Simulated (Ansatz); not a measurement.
Basis sets compared for SnH3(NEt2) (C4H13NSn). Charge 0, multiplicity 1. Geometry PBE-D4/def2-SVP. Ansatz on 4 threads of Arm Neoverse V2 on a shared host; times are rough, and most runs start from earlier orbitals.

```xyz
19

C     0.1045    0.7044    1.0627
C    -0.5167   -0.2764    2.0690
C     0.6097   -0.7630   -0.8735
C     2.1252   -0.5456   -0.9743
N    -0.1035    0.3994   -0.3487
Sn   -1.9656    0.8284   -1.1476
H    -2.3340    2.4202   -0.5853
H    -1.7449    0.7479   -2.8590
H    -3.2361   -0.2705   -0.6804
H    -0.2890    1.7270    1.2594
H     1.2003    0.7756    1.2568
H    -1.6224   -0.3117    1.9672
H    -0.1362   -1.3088    1.9257
H    -0.2840    0.0208    3.1127
H     0.4151   -1.6968   -0.2836
H     0.2208   -0.9760   -1.8937
H     2.3485    0.3503   -1.5886
H     2.5936   -0.3996    0.0204
H     2.6148   -1.4257   -1.4392
```

In the def2 sets Sn takes a core potential; there is no spin–orbit coupling. Another isomer (singlet) lies 0.63 eV lower at PBE0-D4/def2-TZVP; other spin states weren't run for this one.

Binding counts from free atoms (C triplet, N quartet, Sn triplet, H doublet) in the same basis, without a counterpoise term.

```tsv
level	functions	energy (Eh)	HOMO (eV)	LUMO (eV)	binding per atom (eV)	wall time
PBE-D4/def2-SVP	161	-428.8058	-4.56	-0.60	3.74	2 s
PBE0-D4/def2-SVP	161	-428.8564	-5.87	0.24	3.69	2.7 s
```

(1) Estimate the rows for PBE-D4/def2-TZVP (with forces), PBE0-D4/def2-TZVP.

## Answers

(1) 
```csv
level,functions,energy (Eh),HOMO (eV),LUMO (eV),binding per atom (eV),wall time
PBE-D4/def2-TZVP (with forces),283,-429.0506,-4.71,-0.88,3.71,4.5 s
PBE0-D4/def2-TZVP,283,-429.0942,-5.97,-0.07,3.66,7 s
```
